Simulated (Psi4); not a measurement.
Method: SAPT0/jun-cc-pVDZ, frozen core in Psi4.

Psi4 input:

```
molecule {
0 1
N 0.00081032 -0.00137394 0.27907333
H -0.72982223 -0.59674402 -0.09384857
H -0.15268030 0.93085994 -0.08799535
H 0.88169220 -0.33274198 -0.09722941
--
0 1
Al -0.00776354 0.01690430 -2.28124084
H -1.48674226 0.57332270 -2.27257430
H 1.21359349 1.01954877 -2.27840680
H 0.24967244 -1.54213975 -2.29345351
units angstrom
symmetry c1
no_reorient
no_com
}
set basis jun-cc-pvdz
set scf_type df
set freeze_core true
energy('sapt0')
```

Part of the output:

```
    SAPT Results
  --------------------------------------------------------------------------------------------------------
    Electrostatics                -20.83271057 [mEh]     -13.07272325 [kcal/mol]     -54.69627407 [kJ/mol]
      Elst10,r                    -20.83271057 [mEh]     -13.07272325 [kcal/mol]     -54.69627407 [kJ/mol]

    Exchange                       38.31832023 [mEh]      24.04510896 [kcal/mol]     100.60473590 [kJ/mol]
      Exch10                       38.31832023 [mEh]      24.04510896 [kcal/mol]     100.60473590 [kJ/mol]
      Exch10(S^2)                  37.69752412 [mEh]      23.65555352 [kcal/mol]      98.97483595 [kJ/mol]

    Induction                     -12.27957609 [mEh]      -7.70555033 [kcal/mol]     -32.24002260 [kJ/mol]
      Ind20,r                     -39.92597439 [mEh]     -25.05392718 [kcal/mol]    -104.82563131 [kJ/mol]
      Exch-Ind20,r                 29.38153214 [mEh]      18.43718977 [kcal/mol]      77.14120201 [kJ/mol]
      delta HF,r (2)               -1.73513385 [mEh]      -1.08881293 [kcal/mol]      -4.55559329 [kJ/mol]

    Dispersion                     -6.66423147 [mEh]      -4.18186838 [kcal/mol]     -17.49693731 [kJ/mol]
      Disp20                       -8.42713745 [mEh]      -5.28810859 [kcal/mol]     -22.12544634 [kJ/mol]
      Exch-Disp20                   1.76290598 [mEh]       1.10624021 [kcal/mol]       4.62850902 [kJ/mol]
      Disp20 (SS)                  -4.21356873 [mEh]      -2.64405429 [kcal/mol]     -11.06272317 [kJ/mol]
      Disp20 (OS)                  -4.21356873 [mEh]      -2.64405429 [kcal/mol]     -11.06272317 [kJ/mol]
      Exch-Disp20 (SS)              1.11445740 [mEh]       0.69933258 [kcal/mol]       2.92600750 [kJ/mol]
      Exch-Disp20 (OS)              0.64844858 [mEh]       0.40690763 [kcal/mol]       1.70250152 [kJ/mol]

  Total HF                          5.20603356 [mEh]       3.26683538 [kcal/mol]      13.66843923 [kJ/mol]
  Total SAPT0                      -1.45819791 [mEh]      -0.91503300 [kcal/mol]      -3.82849808 [kJ/mol]
```
